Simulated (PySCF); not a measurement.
Electronic structure of Pr(2+) (praseodymium, charge +2) at the PBE level

Configuration: [Xe] 4f2 6p1, one real determinant (an excited configuration). Computed with PySCF 2.14 in x2c-TZVPPall, with scalar relativity by spin-free X2C-1e.

```json
{
 "Total energy": "-9235.30 hartree",
 "One-electron energy": "-12557.79 hartree",
 "Hartree (Coulomb) energy": "3540.12 hartree",
 "Exchange-correlation energy": "-217.62 hartree",
 "⟨S²⟩": "3.7506",
 "⟨L²⟩": "26.010",
 "Sum of ⟨r⟩": "37.18 bohr",
 "Sum of ⟨r²⟩": "57.97 bohr²",
 "Traceless quadrupole moment −½Σ⟨3z² − r²⟩ along its main axis": "-7.85 e·bohr²",
 "Langevin diamagnetic susceptibility": "-45.9 ×10⁻⁶ cm³/mol",
 "Time after the integrals": "about 5 core-seconds"
}
```

| shell | electrons | mean orbital energy (eV) | spread (eV) | rms radius, mean of both spins (bohr) |
| --- | --- | --- | --- | --- |
| 1s α | 1 | -41741.6 | 0 | 0.0275 |
| 1s β | 1 | -41741.6 | 0 | 0.0275 |
| 2s α | 1 | -6735.7 | 0 | 0.112 |
| 2s β | 1 | -6735.7 | 0 | 0.112 |
| 2p α | 3 | -6037.3 | 0.181 | 0.0997 |
| 2p β | 3 | -6037.3 | 0.185 | 0.0997 |
| 3s α | 1 | -1472.8 | 0 | 0.291 |
| 3s β | 1 | -1472.3 | 0 | 0.291 |
| 3p α | 3 | -1250.9 | 0.862 | 0.291 |
| 3p β | 3 | -1250.3 | 1.101 | 0.291 |
| 3d α | 5 | -935.28 | 0.740 | 0.269 |
| 3d β | 5 | -934.85 | 1.026 | 0.269 |
| 4s α | 1 | -312.13 | 0 | 0.660 |
| 4s β | 1 | -310.62 | 0 | 0.660 |
| 4p α | 3 | -239.27 | 1.201 | 0.701 |
| 4p β | 3 | -237.75 | 1.882 | 0.701 |
| 4d α | 5 | -134.09 | 1.082 | 0.779 |
| 4d β | 5 | -132.55 | 2.057 | 0.779 |
| 5s α | 1 | -58.980 | 0 | 1.56 |
| 5s β | 1 | -58.003 | 0 | 1.56 |
| 5p α | 3 | -40.495 | 0.433 | 1.79 |
| 5p β | 3 | -39.714 | 0.797 | 1.79 |
| 4f α | 2 | -23.814 | 0.341 | 1.15 |
| 6p α | 1 | -12.320 | 0 | 4.45 |

⟨L²⟩ = 26.01 against 42 for a pure I term, so this real determinant mixes terms. Spin-orbit coupling, absent here, splits the open shell strongly.

Densities and radii are taken from the X2C orbitals without a picture-change correction, which distorts them close to the nucleus.
